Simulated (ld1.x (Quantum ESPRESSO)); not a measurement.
# Ca (Z = 20), PAW: configuration errors across variants

```
Element                 : Ca (Z = 20)
Generator               : ld1.x (Quantum ESPRESSO) 7.5
Type                    : PAW
Functional              : PBE
Relativity              : scalar-relativistic
Frozen core             : [Ne]
Valence charge          : 10
Reference configuration : 3s2 3p6 3d0 4s1.5 4p0 (charge +0.5)
Partial waves           : 3s (bound): rcut 2.05, rcutus 2.50 bohr; 4s (bound): rcut 2.05, rcutus 2.50 bohr; 3p (bound): rcut 2.40, rcutus 2.55 bohr; 4p (bound, empty): rcut 2.40, rcutus 2.55 bohr; 3d (bound, empty): rcut 2.60, rcutus 2.85 bohr; 3d channel at 4.1 Ry: rcut 2.60, rcutus 2.85 bohr
Local potential         : all-electron potential smoothed inside 2.20 bohr (lloc = -1)
Core correction         : a·sin(br)/r model core inside 2.25 bohr
Augmentation charge     : BESSEL, radius 1.95 bohr
```

All-electron excitation energies from the reference (eV): (1) 3s2 3p6 3d0 4s2 4p0 -2.504; (2) 3s2 3p6 3d0 4s1 4p0 3.806; (3) 3s2 3p6 3d0 4s0 4p0 15.626.

On the changes marked as counting shells twice: ld1.x takes every shell without a wave as core, so the model core holds the marked electrons as well and exchange and correlation see them twice. This cancels in the reference configuration, but the file is broken for other ones, and its errors say nothing about a proper core correction.

The overlap operator is not positive definite (basis up to 400 Ry) in “base”, “waves 3s (bound): rcut 2.05, rcutus 2.42 bohr; 4s (bound): rcut 2.05, rcutus 2.42 bohr”, “wave 3d channel at 4.1 Ry: rcut 2.60, rcutus 2.85 bohr becomes 3d channel at 1.14 Ry: rcut 2.60, rcutus 2.85 bohr”, “core correction a·sin(br)/r model core inside 3.02 bohr”, “all radii but the core radius scaled by about 1.17 (s 2.92, p 2.98, d 3.32 bohr, rcut 2.40/2.80/3.04); local potential all-electron potential smoothed inside 2.56 bohr (lloc = -1); augmentation BESSEL, radius 2.28 bohr”. Such files are unfit for use, however small their errors in these radial tests.

Tests that are not counted but printed errors over 1 eV. “base”: 3s2 3p5 3d0 4s2 4p0 (solver errors, printed error -569 eV). “waves 3s (bound): rcut 2.05, rcutus 2.42 bohr; 4s (bound): rcut 2.05, rcutus 2.42 bohr”: 3s2 3p5 3d0 4s2 4p0 (solver errors, printed error -569 eV). “wave 3d channel at 4.1 Ry: rcut 2.60, rcutus 2.85 bohr becomes 3d channel at 1.14 Ry: rcut 2.60, rcutus 2.85 bohr”: 3s2 3p5 3d0 4s2 4p0 (solver errors, printed error -569 eV). “core correction a·sin(br)/r model core inside 3.02 bohr”: 3s2 3p5 3d0 4s2 4p0 (solver errors, printed error -569 eV).

Errors AE − PS in meV (a dash: test not solved or not reliable):

| change | (1) | (2) | (3) | bound ghosts |
| --- | --- | --- | --- | --- |
| base | +3.7 | +2.8 | -16 | not determined (overlap not positive) |
| waves 3s (bound): rcut 2.05, rcutus 2.42 bohr; 4s (bound): rcut 2.05, rcutus 2.42 bohr | +6.9 | +4.0 | -16 | not determined (overlap not positive) |
| wave 3d channel at 4.1 Ry: rcut 2.60, rcutus 2.85 bohr becomes 3d channel at 1.14 Ry: rcut 2.60, rcutus 2.85 bohr | +3.7 | +2.7 | -16 | not determined (overlap not positive) |
| local potential all-electron potential smoothed inside 2.50 bohr (lloc = -1) | +2.6 | +4.2 | +13 | none |
| type RRKJ; waves now 3s (bound): rc 2.50 bohr; 3p (bound): rc 2.55 bohr; 3d (bound): rc 2.85 bohr; local potential all-electron potential smoothed inside 2.10 bohr (lloc = -2); core correction full core density, not smoothed (it rises at the typed radius of 2.25 bohr, so ld1.x skipped the fit) (4s counted twice) | +16 | -107 | -688 | none |
| core correction a·sin(br)/r model core inside 3.02 bohr | +3.7 | +2.8 | -16 | not determined (overlap not positive) |
| all radii but the core radius scaled by about 1.17 (s 2.92, p 2.98, d 3.32 bohr, rcut 2.40/2.80/3.04); local potential all-electron potential smoothed inside 2.56 bohr (lloc = -1); augmentation BESSEL, radius 2.28 bohr | – | – | – | not determined (overlap not positive) |

Question: Give the same row for: local potential all-electron potential smoothed inside 3.16 bohr (lloc = -1).

Answer: –, –, –; bound ghosts: none.
